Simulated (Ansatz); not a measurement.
```yaml
crystal:
  periodic: [false, false, false]
  atoms:
    - {symbol: F, position_ang: [-1.311020, 1.427947, 1.124687]}
    - {symbol: B, position_ang: [-0.392259, 0.471782, 0.912611]}
    - {symbol: O, position_ang: [-0.913260, -0.610435, -0.067045]}
    - {symbol: B, position_ang: [0.311728, -0.388315, -0.990314]}
    - {symbol: F, position_ang: [-0.064092, -0.095491, -2.245848]}
    - {symbol: O, position_ang: [0.626162, 0.893193, -0.177156]}
    - {symbol: H, position_ang: [0.139680, -0.001681, 1.883938]}
    - {symbol: H, position_ang: [-1.001738, -1.493224, 0.299232]}
    - {symbol: H, position_ang: [1.152907, -1.239596, -0.854890]}
    - {symbol: H, position_ang: [1.534992, 0.984521, 0.117785]}
basis:
  gaussian: {orbitals: cc-pVTZ, final_grid: {core_spheres: 8, valence_spheres: 7, degree: 23}}
magnetization: {spin_polarized: true, initial_magnetization: 1}
hamiltonian: {xc: {name: SVWN5}}
scf: {lower_state_search: light}
output: {forces: true}
```

```sh
$ ansatz run in.yaml --threads 4 --pin off --events-out ev --progress --plain --max-ram 10444MiB
```

Problem. How does Ansatz answer? (An estimate is asked.)

Solution. Ansatz gave: The input was rejected before any iteration.
```
Error: a molecule whose nuclei and cores have a total charge of 48 cannot have a net charge of 0 together with 1 unpaired electrons
```
